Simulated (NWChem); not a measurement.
System: ZrF4; SMILES [F][Zr]([F])([F])[F]

Program: NWChem. The geometry was optimised at PBE0/def2-SVP (def2 core potentials past Kr).

**Question.** What does the run give for PBE/3-21G, non-relativistic? Quantities: highest occupied level (eV); orbital gap (eV).

**Answer.** 
| Quantity | Value |
|---|---|
| highest occupied level (eV) | -8.88 |
| orbital gap (eV) | 6.89 |
